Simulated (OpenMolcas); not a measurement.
Zn II: input and output

Input:

```
&GATEWAY
Coord
1

Zn 0.0 0.0 0.0
Basis=ANO-RCC-VDZ
Group=XYZ
NoMove
AngMom=0.0 0.0 0.0
AMFI
&SEWARD
Relativistic=R04O02
&RASSCF
FileOrb=start.orb
Symmetry=1
Spin=2
nActEl=1 0 0
Inactive=8 6
Ras2=1 3
CIRoot=1 1 1
SDav=1
CIMx=300
Iter=120 100
PrWF=0.3
OrbListing=Nothing
MaxOrb=0
Atom
>>> COPY $Project.JobIph JOBPRE
&RASSCF
FileOrb=start.orb
Symmetry=1
Spin=2
nActEl=1 0 0
Inactive=8 6
Ras2=2 6
CIRoot=1 1 1
SDav=2
CIMx=300
Iter=120 100
PrWF=0.3
OrbListing=Nothing
MaxOrb=0
Atom
>>> COPY $Project.JobIph JOB001
&RASSCF
FileOrb=start.orb
Symmetry=2
Spin=2
nActEl=1 0 0
Inactive=8 6
Ras2=2 6
CIRoot=3 3 1
SDav=6
CIMx=300
Iter=120 100
PrWF=0.3
OrbListing=Nothing
MaxOrb=0
Atom
>>> COPY $Project.JobIph JOB002
&RASSI
NrOfJobIphs=2 1 3
1
1 2 3
IphNames
JOB001
JOB002
EJob
SpinOrbit
DIPRint=1.0
SOCoupling=1000.0
Subsets=2
MEES
Property=10
'ANGMOM' 1 'ANGMOM' 2 'ANGMOM' 3 'MLTPL  1' 1 'MLTPL  1' 2 'MLTPL  1' 3
'AMFI' 1 'AMFI' 2 'AMFI' 3 'MLTPL  2' 6
SOProperty=3
'ANGMOM' 1 'ANGMOM' 2 'ANGMOM' 3
```

Launched by
```bash
OMP_NUM_THREADS=1 MOLCAS_MEM=2252 MOLCAS_PROJECT=a pymolcas a.inp > a.log  # once for each step of the input, in one work folder
```

A driver script runs the steps one by one and writes start.orb anew before each from the orbitals found so far.

Output, cut to the results:

```
--- SEWARD ---
Basis set label: ZN.ANO-RCC...5S4P2D.

      Electronic valence basis set:
      ------------------
      Associated Effective Charge  30.000000 au
      Associated Actual Charge     30.000000 au
      Nuclear Model: Point charge

      Shell  nPrim  nBasis  Cartesian Spherical Contaminant
         s      21       5        X
         p      15       4        X
         d      10       2                 X
Relativistic=R04O02
                  Relativistic Douglas-Kroll-Hess integrals:
                    - DKH order of Hamiltonian: 4
                    - DKH order of Properties : 2
--- RASSCF ---
Wave function specifications:
      -----------------------------

      Number of closed shell electrons          28
      Number of electrons in active shells       1
      Max number of holes in RAS1 space          0
      Max nr of electrons in RAS3 space          0
      Number of inactive orbitals               14
      Number of active orbitals                  8
      Number of secondary orbitals               5
      Spin quantum number                      0.5
      State symmetry                             1
Orbital specifications:
      -----------------------

      Symmetry species                           1   2
                                                ag  au
      Frozen orbitals                            0   0
      Inactive orbitals                          8   6
      Active orbitals                            2   6
      RAS1 orbitals                              0   0
      RAS2 orbitals                              2   6
      RAS3 orbitals                              0   0
      Secondary orbitals                         5   0
      Deleted orbitals                           0   0
      Number of basis functions                 15  12
      Number of CSFs                             2
      Number of root(s) required                 1
      Iter CI   SX   CI       RASSCF       Energy    max ROT     max BLB   max BLB  Level Ln srch  Step   QN
          iter iter root      energy       change     param      element    value   shift minimum  type update
 Nr of preliminary CI iterations:   1
 ###############################################################################
 ###############################################################################
 ###                                                                         ###
 ###                                                                         ###
 ###    WARNING: Problems in orbital optimization.                           ###
 ###                                                                         ###
 ###                                                                         ###
 ###############################################################################
 ###############################################################################
  Warning: In symmetry  1, orbital p=  10 has diagonal density matrix element D(p,p) close to zero. D(p,p)=  1.937166E-28
 ###############################################################################
        ...
  Warning: In symmetry  2, orbital p=  10 has diagonal density matrix element D(p,p) close to zero. D(p,p)=  0.000000E+00
  Warning: In symmetry  2, orbital p=  11 has diagonal density matrix element D(p,p) close to zero. D(p,p)=  0.000000E+00
  Warning: In symmetry  2, orbital p=  12 has diagonal density matrix element D(p,p) close to zero. D(p,p)=  0.000000E+00
        4   1    1    1  -794.02482706   -2.27E-13   0.00E+00    6  10 2 -1.23E-08   0.00   0.00    SX    NO
      Convergence after  4 iterations
        5   1    1    1  -794.02482706    6.82E-13   0.00E+00    6  10 2 -1.23E-08   0.00   0.00    SX    NO
      Natural orbitals and occupation numbers for root  1
      sym 1:   1.000000   0.000000
      sym 2:   0.000000   0.000000   0.000000   0.000000   0.000000   0.000000
::    RASSCF root number  1 Total energy:  -1794.02482706
--- RASSCF ---
Wave function specifications:
      -----------------------------

      Number of closed shell electrons          28
      Number of electrons in active shells       1
      Max number of holes in RAS1 space          0
      Max nr of electrons in RAS3 space          0
      Number of inactive orbitals               14
      Number of active orbitals                  8
      Number of secondary orbitals               5
      Spin quantum number                      0.5
...
--- RASSI ---
SPIN-FREE ENERGIES:
  (Shifted by EMIN (a.u.) =      -1794.0248270586)

 SF State       Relative EMIN(au)   Rel lowest level(eV)    D:o, cm**(-1)      L_eff

     1             0.0000000000        0.0000000000              0.0000         0.0
     2             0.2102151905        5.7202467429          46136.9014         1.0
     3             0.2102151905        5.7202467429          46136.9014         1.0
     4             0.2102151905        5.7202467429          46136.9014         1.0
     Dipole printing threshold changed to   1.00000000E+00

++ Dipole transition strengths (spin-free states):
   -----------------------------------------------
     for osc. strength at least  1.00000000E+00

  ( Max oscillator strength is only   0.35416753567484421      )
--
Eigenvalues of complex Hamiltonian:
   -----------------------------------
  (Shifted by EMIN (a.u.) =      -1794.0248270586)

 SO State       Relative EMIN(au)   Rel lowest level(eV)    D:o, cm**(-1)     J-value

     1             0.0000000000        0.0000000000              0.0000         0.4
     2             0.0000000000        0.0000000000              0.0000         0.4
     3             0.2080848435        5.6622770478          45669.3443         0.4
     4             0.2080848435        5.6622770478          45669.3443         0.4
     5             0.2112803640        5.7492315905          46370.6800         1.0
     6             0.2112803640        5.7492315905          46370.6800         0.9
     7             0.2112803640        5.7492315905          46370.6800         1.3
     8             0.2112803640        5.7492315905          46370.6800         1.4
Weights of the five most important spin-orbit-free states for each spin-orbit state.

 SO State  Total energy (au)           Spin-free states, spin, and weights
 -------------------------------------------------------------------------------------------------------
...
```

The J values that RASSI prints are effective ones from its own formula and need not be integers or half-integers; the table below assigns J from the states.

Levels above the lowest, from the spin-orbit matrix, grouped by J:

```
Configuration  Term    J  E (cm-1)  Measured (cm-1)  Term weight %
           4s    2S  1/2       0.0              0.0            100
           4p   2P*  1/2     45669            48481            100
           4p   2P*  3/2     46371            49355            100
```

Against the 2 measured excited levels shown (NIST Handbook of Basic Atomic Spectroscopic Data) the mean absolute deviation is 2900 cm-1; the largest miss in energy is 4p 2P* 3/2: computed 46371, measured 49355 cm-1 (-6.0 %).

With one active electron outside closed inactive shells, the extra shells (5p 5s) add no correlation to the reference. With one active electron the reference holds no correlation, so core polarisation is missing. Measured partners are found by configuration, term and J. A level has none where our copy of the source lacks it or the pairing is in doubt (some pairs that miss far off the trend of their configuration count as doubtful), and it then counts in no deviation. Only configurations of the active space appear. The first state left out of the spin-orbit step lies near 130000 cm-1 above the lowest spin-free state of the reference (among the parities and spins computed), and the list stops at four fifths of that energy or lower.

The RASSCF and RASSI steps took 11 s on 1 thread of Intel(R) Xeon(R) Platinum 8375C CPU @ 2.90GHz (Ice Lake) (shared host); the integral step is not counted.

The term weight is that of the spin-free term in the level, not the purity of its configuration. * marks odd parity.
